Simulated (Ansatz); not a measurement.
Born–Oppenheimer molecular dynamics of Cl2H2Sn (5 atoms, charge 0, multiplicity 1). It starts from a rough guess of a transition structure, not a stationary point.

Method: Ansatz 0.2.0, UHF/def2-SVP.

```yaml
ensemble: NVE (velocity Verlet)
time_step: 0.5 fs
steps_asked: 150
starting_velocities_drawn_for: 1000 K
seed: 119937
```

First frame:

```xyz
5
Properties=species:S:1:pos:R:3
Sn 0.166 -0.675 0.800
Cl 1.735 1.128 0.296
Cl 0.231 -1.793 -1.318
H -0.625 0.868 0.076
H -1.507 0.472 0.146
```

Task: What does the run give?

Result: The run went to its last step.

```yaml
steps_done: 150
time_covered: 75 fs
mean_temperature_over_the_second_half: 4202 K
spread_of_the_potential_energy_over_the_second_half: 38.5 meV per atom
mean_potential_energy_of_the_second_half_above_the_start: -249.7 meV per atom
```

The conserved energy stayed within 3.9 meV per atom of its start (net change -2.2 meV per atom), so the integration is sound. The system heated up, since it started high on the potential surface and ran downhill. A run of 0.075 ps of so small a system gives no equilibrium averages. The orbitals stay closed-shell, which can raise the energy where a bond breaks towards radicals; this wasn't checked here.

Task: What happens to the structure?

Result: The step under study would form Sn1–H4, Sn1–H5 and break H4–H5. These pairs go: Sn1–H4 1.88 → 9.02 Å, Sn1–H5 2.13 → 9.15 Å, H4–H5 0.97 → 0.82 Å. In the last frame they stand as before the step (other bonds may differ from the relaxed reactants and products). These pairs come and go: their bonding changes 22 times, last at 70 of 75 fs, so the outcome isn't settled. It ends as Cl2Sn + H2. Pairs count as bonded within 1.25 times the sum of covalent radii (0.12 Å more for H–H). The details hang on the random start.

Task: How do temperature and energy run in time?

Result: 
```tsv
time (fs)	T (K)	potential energy less start (eV)	conserved less start (meV/atom)
0.0	1000	0.000	0.00
6.0	3110	-0.828	-2.03
12.0	3654	-1.024	1.01
18.0	4796	-1.491	-3.71
24.0	3664	-1.034	-0.29
30.0	3726	-1.059	-0.38
36.0	4818	-1.500	-3.83
42.0	4143	-1.218	0.22
48.0	4574	-1.396	-1.93
54.0	3460	-0.954	-0.02
60.0	4353	-1.307	-1.40
66.0	4316	-1.294	-1.62
72.0	4676	-1.444	-3.77
```

Time of the run: 3.5 min on 1 thread of Arm Neoverse V2 (shared host), peak memory 0.18 GiB.
